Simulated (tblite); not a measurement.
Species: C6H6F2.
Atom-mapped SMILES: `[CH3:1]/[C:2]([F:3])=[C:4]1/[CH:5]=[C:6]([F:7])[CH2:8]1` (hydrogens: H9, H10, H11 on C1; H12 on C5; H13, H14 on C8)

The geometry is computed with GFN2-xTB (gas phase).

(1) What internal coordinates does the optimisation give?

Results:

(1) 
```
                 bond  length (Å)   order
                C1–C2       1.488  single
                C2–F3       1.358  single
                C2=C4       1.324  double
                C4–C5       1.465  single
                C5=C6       1.337  double
                C6–F7       1.331  single
                C6–C8       1.505  single
                C4–C8       1.527  single
C1–H9, C1–H10, C1–H11       1.088  single
               C5–H12       1.071  single
       C8–H13, C8–H14       1.089  single
```

Bonds in one row agree within 0.01 Å and their mean is given. Orders are formal, as drawn. A selection of angles:
```
   angle  degrees
C1–C2–F3    113.2
C1–C2–C4    127.6
F3–C2–C4    119.2
C2–C4–C5    136.7
C2–C4–C8    133.3
C5–C4–C8     90.0
C4–C5–C6     91.2
C5–C6–F7    134.5
C5–C6–C8     96.0
F7–C6–C8    129.5
C4–C8–C6     82.8
```

Torsions: C1–C2–C4–C5 180° (antiperiplanar); C2–C4–C5–C6 180° (antiperiplanar); C4–C5–C6–F7 180° (antiperiplanar); C5–C6–C8–C4 0° (synperiplanar); C2–C4–C8–C6 180° (antiperiplanar).

Of the pairs four or more bonds apart, C8···H11 is among the closest relative to their van der Waals radii: 2.87 Å, 99 % of the sum of Bondi's values. The C–C distances run from 1.324 Å (C2=C4, drawn double) to 1.527 Å (C4–C8, drawn single), a spread of 0.203 Å. The 4-membered ring C4–C5–C6–C8 has internal angles of 82.8° to 96.0° (sum 360°, against 360° for a flat polygon); it is planar, 0.00 Å rms from its mean plane, widest ring torsion 0°. The 2 C–F bonds span 1.331 Å (C6–F7, drawn single) to 1.358 Å (C2–F3, drawn single), a spread of 0.027 Å. The 8 heavy atoms lie in one plane (0.000 Å rms).

Point group: Cs (every atom within 0.08 Å of its image). Its GFN2-xTB frequencies are all real (lowest 95 cm⁻¹).
